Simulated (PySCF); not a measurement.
# Electron correlation in Pt- (platinum, charge -1)

[Xe] 4f14 5d9 6s2, 2D determinant. Calculation: PySCF 2.14, in x2c-TZVPPall with one added diffuse shell each of s, p, d, f type (12s8p8d4f1g, 113 functions); scalar relativity by spin-free X2C-1e. Frozen: [Kr] 4d10 4f14; 19 electrons correlated.

```tsv
level	correlation energy (mhartree)
CCSD	-564.65
(T)	-25.69
CCSD(T)	-590.34
```

Diagnostics: T1 = 0.038, D1 = 0.1909, largest double amplitude 0.061.

Spin-orbit coupling, absent here, splits the open shell strongly. T1 exceeds 0.03, a sign that the reference determinant is poor.

Cost of the coupled-cluster step: about 110 core-seconds, for 19 correlated electrons.

This basis was not built for core-valence correlation, so the inner-shell part is incomplete.
